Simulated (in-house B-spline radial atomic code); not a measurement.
Results of a calculation; reference values are marked as such.
## Weak and strong correlation along the adiabatic connection

Two-electron singlets in several external potentials (atomic units), by full CI in B-splines with partial waves to l = 8 (correlation energies up to 0.6 % small). The repulsion is scaled by λ at fixed density; W(λ) is the mean repulsion less the Hartree energy, W(0) = E_x, and the area under W from 0 to 1 is E_xc.

One system gave this curve:

| λ | W (hartree) |
| --- | --- |
| 0 | -0.86738 |
| 0.02 | -0.86932 |
| 0.05 | -0.87219 |
| 0.12 | -0.87873 |
| 0.25 | -0.89025 |
| 0.4 | -0.90263 |
| 0.6 | -0.91779 |
| 0.8 | -0.93157 |
| 1 | -0.94416 |
| 1.4 | -0.96628 |
| 2 | -0.99341 |
| 3 | -1.0273 |
| 4.5 | -1.062 |
| 7 | -1.0977 |
| 10 | -1.1233 |

Which system is it?
A. −Z/r, Z = 1.75
B. −Z/r, Z = 2.54, wall at 3.06 bohr
C. −V exp(−r²/w²), V = 10.2, w = 8.36
D. −Z/r, Z = 7.75

A. The exchange energy sets the size: −Z/r, Z = 1.75: E_x = -0.867, E_c = -0.0415; −Z/r, Z = 7.75: E_x = -4.62, E_c = -0.0452; −Z/r, Z = 2.54, wall at 3.06 bohr: E_x = -1.37, E_c = -0.0428; −V exp(−r²/w²), V = 10.2, w = 8.36: E_x = -0.527, E_c = -0.0385 hartree.
